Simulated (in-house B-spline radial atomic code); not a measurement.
A radial electron density 4πr²n(r) was computed for an atom or ion in its tabulated ground configuration with a B-spline radial code for spherical atoms; method: non-relativistic B97-1, spin-polarised, spherical fractional occupations, exact exchange averaged over the configuration. Columns: r (bohr), 4πr²n(r) (electrons per bohr), bar.

```
 0.00302   0.7162 #
  0.0037    1.043 ##
 0.00452    1.502 ##
 0.00552    2.144 ###
 0.00674    3.029 #####
 0.00824    4.238 #######
  0.0101    5.868 #########
  0.0123    7.902 #############
   0.015    10.44 #################
  0.0184    13.54 ######################
  0.0224    16.85 ###########################
  0.0274     20.3 ################################
  0.0335    23.33 #####################################
  0.0409    25.39 #########################################
    0.05       26 ##########################################
  0.0611    24.97 ########################################
  0.0746    22.73 ####################################
  0.0912    20.39 #################################
   0.111    19.44 ###############################
   0.136    20.85 #################################
   0.166    24.16 #######################################
   0.203    27.32 ############################################
   0.248    27.56 ############################################
   0.303    23.54 ######################################
   0.371    16.62 ###########################
   0.453    10.51 #################
   0.554    7.977 #############
   0.676    8.808 ##############
   0.826     10.2 ################
    1.01    9.725 ################
    1.23    7.283 ############
    1.51    4.254 #######
    1.84    2.183 ###
    2.25    1.134 ##
    2.75   0.6943 #
    3.36   0.4417 #
    4.11   0.2307 
    5.02   0.0893 
    6.13  0.02435 
    7.49 0.004154 
    9.15 0.0003884 
    11.2 1.718e-05
```

(1) Which atom or ion is it?
A. Ti+
B. Ti
C. Mn2+
D. Ti2+

Results:

(1) A. The area under the curve, ∫4πr²n dr = ∫r·4πr²n d(ln r) on this logarithmic grid, is 21 electrons, which only this option has. The configuration is [Ar] 3d2 4s1.
